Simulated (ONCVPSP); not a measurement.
## Pseudopotential generation for Al: ONCV, PBE, fully relativistic.

The input file (ONCVPSP 4.0.1):

```
# ATOM AND REFERENCE CONFIGURATION
# atsym  z   nc   nv     iexc    psfile
  Al 13.00    1    4        4      upf
#
#   n    l    f
    1    0    2.00
    2    0    2.00
    2    1    6.00
    3    0    2.00
    3    1    1.00
#
# PSEUDOPOTENTIAL AND OPTIMIZATION
# lmax
    1
#
#   l,   rc,      ep,       ncon, nbas, qcut
    0    1.10    0.00    3    6   10.30
    1    1.05    0.00    5    8   12.40
#
# LOCAL POTENTIAL
# lloc, lpopt,  rc(5),   dvloc0
    4    5    0.95    0.00
#
# VANDERBILT-KLEINMAN-BYLANDER PROJECTORs
# l, nproj, debl
    0    2    1.60
    1    2    2.80
#
# MODEL CORE CHARGE
# icmod, fcfact, rcfact
    0    0.00    0.00
#
# LOG DERIVATIVE ANALYSIS
# epsh1, epsh2, depsh
   -5.00    5.00    0.04
#
# OUTPUT GRID
# rlmax, drl
    6.00    0.01
#
# TEST CONFIGURATIONS
# ncnf
    4
# nvcnf
#   n    l    f
    4
    2    0    2.00
    2    1    6.00
    3    0    2.00
    3    1    0.00
#
    4
    2    0    2.00
    2    1    6.00
    3    0    1.00
    3    1    0.00
#
    4
    2    0    2.00
    2    1    6.00
    3    0    0.00
    3    1    0.00
#
    4
    2    0    2.00
    2    1    5.00
    3    0    2.00
    3    1    1.00
#
```

Command:

```bash
oncvpspr.x < Al.dat > Al.out
```

Resulting log (shortened: citation, most of the input echo, consistency checks and plot data are left out):

```
ONCVPSP  (Optimized Norm-Conservinng Vanderbilt PSeudopotential)
relativistic version 4.0.1

#   n    l    f        energy (Ha)
    1    0    2.00    -5.5529921D+01
    2    0    2.00    -3.9746901D+00
    2    1    6.00    -2.5536113D+00    -2.5698286D+00
    3    0    2.00    -2.8490505D-01
    3    1    1.00    -9.9464829D-02    -1.0006443D-01

Reference configufation results
  iterations    25
  all-electron total energy (Ha)   -2.42684909D+02

Begin loop to  construct optimized pseudo wave functions
and semi-local pseudopoentials for all angular momenta

Calculating optimized projector #   1

 for l=   0

    Fraction of norm inside rc  0.940669
    Optimizing pswf for qcut=  10.32 a_B^-1,  ecut=  53.21 Ha
    Residual kinetic energy error=  4.67D-07 Ha

    Energy error per electron        Cutoff
         Ha          eV             Ha
         0.01000     0.27211       20.15
         0.00100     0.02721       26.83
         0.00010     0.00272       32.61
         0.00001     0.00027       37.41

Calculating optimized projector #   2

 for l=   0

    Fraction of norm inside rc  0.039820
    Optimizing pswf for qcut=  10.32 a_B^-1,  ecut=  53.21 Ha
    Residual kinetic energy error=  4.83D-07 Ha

    Energy error per electron        Cutoff
         Ha          eV             Ha
         0.01000     0.27211       13.36
         0.00100     0.02721       19.55
         0.00010     0.00272       24.72
         0.00001     0.00027       29.21

Calculating optimized projector #   1

 for l=   1

    Fraction of norm inside rc  0.910902
    Optimizing pswf for qcut=  12.41 a_B^-1,  ecut=  77.04 Ha
    Residual kinetic energy error=  4.25D-04 Ha

    Energy error per electron        Cutoff
         Ha          eV             Ha
         0.01000     0.27211       61.04
         0.00100     0.02721       72.02
         0.00010     0.00272      149.49
         0.00001     0.00027      183.27

Calculating optimized projector #   2

 for l=   1

    Fraction of norm inside rc  0.019293
    Optimizing pswf for qcut=  12.41 a_B^-1,  ecut=  77.04 Ha
    Residual kinetic energy error=  5.37D-05 Ha

    Energy error per electron        Cutoff
         Ha          eV             Ha
         0.01000     0.27211       43.27
         0.00100     0.02721       60.70
         0.00010     0.00272       73.46
         0.00001     0.00027      117.44

Calculating optimized projector #   1

 for l=   1

    Fraction of norm inside rc  0.912096
    Optimizing pswf for qcut=  12.41 a_B^-1,  ecut=  77.04 Ha
    Residual kinetic energy error=  4.32D-04 Ha

    Energy error per electron        Cutoff
         Ha          eV             Ha
         0.01000     0.27211       61.12
         0.00100     0.02721       72.11
         0.00010     0.00272      149.98
         0.00001     0.00027      183.45

Calculating optimized projector #   2

 for l=   1

    Fraction of norm inside rc  0.019344
    Optimizing pswf for qcut=  12.41 a_B^-1,  ecut=  77.04 Ha
    Residual kinetic energy error=  5.51D-05 Ha

    Energy error per electron        Cutoff
         Ha          eV             Ha
         0.01000     0.27211       43.42
         0.00100     0.02721       60.82
         0.00010     0.00272       73.61
         0.00001     0.00027      118.15

Construct Vanderbilt / Kleinmman-Bylander projectors

B matrix Hermiticity error, ll=  0  kap= -1
   1   2    2.9102D-04

  Orthonormal projector coefficients  2.6555E+00 -4.7834E-01

B matrix Hermiticity error, ll=  1  kap= -2
   1   2    1.2894D-04

  Orthonormal projector coefficients -1.4055E+01 -4.2303E+00

B matrix Hermiticity error, ll=  1  kap=  1
   1   2    1.3020D-04

  Orthonormal projector coefficients -1.4113E+01 -4.2546E+00

 Orthonormal scalar projector coefficients, l =  1
 -1.4074E+01 -4.2384E+00 -1.5830E-06 -1.7817E-07

 Orthonormal spin-orbit projector coefficients, l =  1
  4.0238E-02  1.5949E-02 -8.1913E-04 -1.2802E-04

Pseudoatom total energy  -79.945972

Diagnostic tests using Vanderbilt-Kleinman-Bylander pseudopotentials
  relativistic with J = L +/- 1/2 projectors

   l  kap   rcore       rmatch      e in        delta e    norm test   slope test

   0  -1   1.1044894   1.1380241  -3.9746901   0.0000057   1.0001780   1.0001663
   0  -1   1.1044894   1.1380241  -0.2849050   0.0000073   1.0000467   1.0000325

   1  -2   1.0528772   1.0848448  -2.5536113  -0.0000114   1.0001353   1.0001563
   1   1   1.0528772   1.0848448  -2.5698286  -0.0000040   1.0001443   1.0001442
   1  -2   1.0528772   1.0848448  -0.0994648   0.0000031   1.0000505   1.0000453
   1   1   1.0528772   1.0848448  -0.1000644   0.0000098   1.0001022   1.0000977

Diagnostic tests using Vanderbilt-Kleinman-Bylander pseudopotentials
  relativistic with scalar and spin-orbit non-local projectors

   l  kap   rcore       rmatch      e in        delta e    norm test   slope test

   0  -1   1.1044894   1.1380241  -3.9746901   0.0000057   1.0001780   1.0001663
   0  -1   1.1044894   1.1380241  -0.2849050   0.0000073   1.0000467   1.0000325

   1  -2   1.0528772   1.0848448  -2.5536113  -0.0000114   1.0001353   1.0001563
   1   1   1.0528772   1.0848448  -2.5698286  -0.0000039   1.0001443   1.0001442
   1  -2   1.0528772   1.0848448  -0.0994648   0.0000031   1.0000505   1.0000453
   1   1   1.0528772   1.0848448  -0.1000644   0.0000098   1.0001022   1.0000977

Ghost test for J = L + 1/2

 Testing for bound ghosts
   n   l    E NL Schr. Eq   E Basis Diag.   E Cutoff

   1   0       -3.974684       -3.974677    104.84
   2   0       -0.284898       -0.056096    104.84

   2   1       -2.553623       -2.553486    273.63
   3   1       -0.099462        0.339324    273.63

 Testing for highly-localized positive-energy ghosts
       l    <radius>/rc     E Basis Diag.   E Cutoff

Ghost test for J = L - 1/2

 Testing for bound ghosts
   n   l    E NL Schr. Eq   E Basis Diag.   E Cutoff

   1   0       -3.974684       -3.974677    104.84
   2   0       -0.284898       -0.056096    104.84

   2   1       -2.569833       -2.569700    273.63
   3   1       -0.100055        0.336552    273.63

 Testing for highly-localized positive-energy ghosts
       l    <radius>/rc     E Basis Diag.   E Cutoff

Test configuration 0

   n   l kap    f        eae           eps        diff
   1   0  -1  2.0000  -55.52992096
   2   0  -1  2.0000   -3.97469007   -3.97468433    5.74E-06
   2   1  -2  4.0000   -2.55361134   -2.55362276   -1.14E-05
   2   1   1  2.0000   -2.56982857   -2.56983256   -3.98E-06
   3   0  -1  2.0000   -0.28490505   -0.28489772    7.32E-06
   3   1  -2  0.6667   -0.09946483   -0.09946174    3.09E-06
   3   1   1  0.3333   -0.10006443   -0.10005463    9.80E-06

    Total energies and differences
      AE_ref= -2.42684909E+02  AE_tst= -2.42684909E+02  dif=  0.00E+00
      PS_ref= -7.99459723E+01  PS_tst= -7.99459723E+01  dif=  1.28E-13
      PSP excitation error= -1.28E-13

Test configuration 1

   n   l kap    f        eae           eps        diff
   1   0  -1  2.0000  -55.84186053
   2   0  -1  2.0000   -4.28107682   -4.28097109    1.06E-04
   2   1  -2  4.0000   -2.86041091   -2.85969534    7.16E-04
   2   1   1  2.0000   -2.87665020   -2.87591782    7.32E-04
   3   0  -1  2.0000   -0.54425910   -0.54424113    1.80E-05
   3   1  -2  0.0000   -0.33241185   -0.33241185    0.00E+00
   3   1   1  0.0000   -0.33328751   -0.33328751    0.00E+00

    Total energies and differences
      AE_ref= -2.42684909E+02  AE_tst= -2.42473187E+02  dif=  2.12E-01
      PS_ref= -7.99459723E+01  PS_tst= -7.97342700E+01  dif=  2.12E-01
      PSP excitation error=  1.96E-05

Test configuration 2

   n   l kap    f        eae           eps        diff
   1   0  -1  2.0000  -56.30713714
   2   0  -1  2.0000   -4.73181537   -4.73275266   -9.37E-04
   2   1  -2  4.0000   -3.31128660   -3.31082525    4.61E-04
   2   1   1  2.0000   -3.32759812   -3.32711486    4.83E-04
   3   0  -1  1.0000   -0.87269481   -0.87273186   -3.70E-05
   3   1  -2  0.0000   -0.63177128   -0.63177128    0.00E+00
   3   1   1  0.0000   -0.63300012   -0.63300012    0.00E+00

    Total energies and differences
      AE_ref= -2.42684909E+02  AE_tst= -2.41766666E+02  dif=  9.18E-01
      PS_ref= -7.99459723E+01  PS_tst= -7.90277460E+01  dif=  9.18E-01
      PSP excitation error=  1.64E-05

Test configuration 3

psatom_r: WARNING lschvkbb convergence error n,l,kap,iter=   3   1  -2

ea(ii),et,emin,emax -1.074985E-01 -1.182484E-01 -1.182484E-01 -1.182484E-01
run_config_r: WARNING for fully non-local PS atom,
 WARNING no output for configuration 4

Test configuration 4

   n   l kap    f        eae           eps        diff
   1   0  -1  2.0000  -56.83377245
   2   0  -1  2.0000   -4.94324305   -4.94682183   -3.58E-03
   2   1  -2  3.3333   -3.54944433   -3.52098787    2.85E-02
   2   1   1  1.6667   -3.56717680   -3.53833763    2.88E-02
   3   0  -1  2.0000   -0.66979423   -0.67025213   -4.58E-04
   3   1  -2  0.6667   -0.42352789   -0.42229429    1.23E-03
   3   1   1  0.3333   -0.42478367   -0.42352513    1.26E-03

    Total energies and differences
      AE_ref= -2.42684909E+02  AE_tst= -2.39641556E+02  dif=  3.04E+00
      PS_ref= -7.99459723E+01  PS_tst= -7.69154810E+01  dif=  3.03E+00
      PSP excitation error=  1.29E-02
```

The run took about 3.7 s on one core of a shared server CPU.
